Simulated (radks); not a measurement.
The numbers below are computed, except where a source is named.
Rb3+, 34 electrons, occupied as [Ar] 3d10 4s2 4p4 (the NIST ground configuration). Level of theory: scalar-relativistic Kohn-Sham, PBE, spin-unpolarised, spherical densities, finite nucleus; Fermi nuclear charge, rms radius 4.2036 fm (a radial shooting solver on a logarithmic mesh with Libxc functionals).

Normalised radial functions P(r) = r R(r), r in bohr:

```
   r/bohr * 2p, o 3p, + 3d (the largest magnitude, 2.42, reaches the edge; | marks zero, & curves that meet)
 0.004413                             &
 0.006531                             &*
 0.009666                             +&
  0.01431                             +o *
  0.02117                             + o  *
  0.03133                             +   o    *
  0.04637                             |+    o        *
  0.06862                             | +     o             *
   0.1016                             |  +     o                 *
   0.1503                             |    o +                  *
   0.2224                         o   |          +      *
   0.3292               o             |       *      +
   0.4872            o                | *            +
    0.721                  o          *         +
    1.067                         o   *    +
    1.579                            o*+
    2.337                             &
    3.459                             &
    5.119                             &
```

2p: eigenvalue -1816.3 eV, 0 radial nodes, <r> = 0.155 bohr, 90 % of the charge inside 0.253 bohr. 3p: eigenvalue -260.44 eV, 1 radial node at r = 0.194 bohr, <r> = 0.518 bohr, 90 % of the charge inside 0.788 bohr. 3d: eigenvalue -139.48 eV, 0 radial nodes, <r> = 0.524 bohr, 90 % of the charge inside 0.852 bohr.
